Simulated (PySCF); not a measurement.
Work out the structure from these simulated measurements.

Formula: C4H5F3OSi.

| Property | Result |
| --- | --- |
| Rotational structure | rotational constants A, B, C: 4.125, 0.548, 0.486 GHz [GFN2-xTB] |
| Dipole | 3.18 D [PBE0/pcSseg-1] |
| NMR, other nuclei | isotropic shieldings of nuclei other than C and H, by class: 236 (1 O), 282 (1 F), 296 (1 F), 369 (1 F), 384 (1 Si) ppm [GIAO PBE0/pcSseg-1] |
| 1H NMR | chemical shifts (computed TMS as zero) by class: 6.42 (1 H), 5.17 (1 H), 5.06 (3 H) ppm [GIAO PBE0/pcSseg-1] |
| 13C NMR | chemical shifts (computed TMS as zero) by class: 166.8 (1 C), 146.9 (1 C), 138.5 (1 C), 102.8 (1 C) ppm [GIAO PBE0/pcSseg-1] |

Gas-phase values; electronic properties from PySCF, density fitting. Levels stand in brackets. Geometry: GFN2-xTB, one conformer, isolated molecule. GFN2-xTB frequencies show an imaginary mode (21i cm⁻¹), so this geometry is no minimum at that level. NMR classes are plain means over equivalent atoms (diastereotopic ones count apart unless rotation or inversion swaps them), as if these changed places fast.

Task: Propose a structure and show how it fits.

Result: Numbering: `[F:1][C:2]([F:3])=[C:4]([F:5])/[CH:6]=[CH:7]\[O:8][SiH3:9]`. Its formula, C4H5F3OSi, gives 2 degrees of unsaturation: 0 rings and 2 π bonds in the structure found. 4 carbons fall into 4 classes; from least to most shielded: =CF2 carbon [C2] (166.8 ppm), vinylic carbon bearing oxygen [C7] (146.9 ppm), vinylic C–F carbon [C4] (138.5 ppm), alkene CH carbon [C6] (102.8 ppm). Hydrogen classes from least to most shielded: 1 H on a vinylic carbon bearing oxygen, C7 (6.42 ppm), 1 H on an alkene CH carbon, C6 (5.17 ppm), 3 H on an oxygen-bound silicon, Si9 (5.06 ppm). The other shieldings belong to: 236 ppm, silyl ether oxygen [O8]; 282 ppm, vinyl fluorine [F1]; 296 ppm, vinyl fluorine [F3]; 369 ppm, vinyl fluorine [F5]; 384 ppm, oxygen-bound silicon [Si9]. The optimised geometry has point group Cs and is an asymmetric top. Structure: `C(/C=C\O[SiH3])(=C(F)F)F`. Computed isomers that give other values at the same levels: `C=C1[SiH2][C@H]1OC(F)(F)F` (13C chemical shifts (computed TMS as zero) by class: 142.8 (1 C), 141.2 (1 C), 132.0 (1 C), 58.2 (1 C) ppm); `O=C/C([SiH3])=C\C(F)(F)F` (13C chemical shifts (computed TMS as zero) by class: 200.0 (1 C), 157.9 (1 C), 151.6 (1 C), 130.5 (1 C) ppm). The assignments are read from this structure; whether some other isomer fits the data as well wasn't checked.

Conformer computed: `[F:1][C:2]([F:3])=[C:4]([F:5])/[CH:6]=[CH:7]\[O:8][SiH3:9]`: C2–C4–C6–C7 180°, C6–C7–O8–Si9 180°.
